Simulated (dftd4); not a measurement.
C3H7Si (SMILES C1C[SiH]C1), doublet, at a GFN2-xTB geometry; D4 for revpbe run with dftd4.

Input for dftd4:
```
$ dftd4 mol.xyz --func revpbe --charge 0 --json dftd4.json --noedisp

# file mol.xyz
11

C      0.07166054    -1.07389880     0.75107332
C      1.21647703    -0.21911639     0.17752608
Si    -0.07160241     0.97363099    -0.59501866
C     -1.14255145    -0.50388412    -0.00456330
H     -0.03171157    -0.90288341     1.82284416
H      0.21309311    -2.14337808     0.59131516
H      1.82583574    -0.77478368    -0.53242339
H      1.88638902     0.18932069     0.93237250
H     -0.27982443     2.23653886     0.12751811
H     -1.99632117    -0.27937673     0.63267274
H     -1.48854371    -1.17487564    -0.78825468
```

The log (banner, timings and long lists left out):

```
                    ____  _____ _____     ____  _  _
      -------------|  _ \|  ___|_   _|---|  _ \| || |------------
     |             | | | | |_    | | ___ | | | | || |_           |
     |             | |_| |  _|   | ||___|| |_| |__   _|          |
     |             |____/|_|     |_|     |____/   |_|            |
     |             ===================================           |
     |            E. Caldeweyher, S. Ehlert & S. Grimme          |
     |          Mulliken Center for Theoretical Chemistry        |
     |                    University of Bonn                     |
      -----------------------------------------------------------

Rational (Becke-Johnson) damping: revpbe-D4-ATM
---------------------
  s6         1.0000
  s8         1.7468
  s9         1.0000
  a1         0.5363
  a2         3.0726
 alp        16.0000
--------------------

Dispersion energy:      -2.8140567893559E-02 Eh

[Info] JSON dump of results written to 'dftd4.json'
```
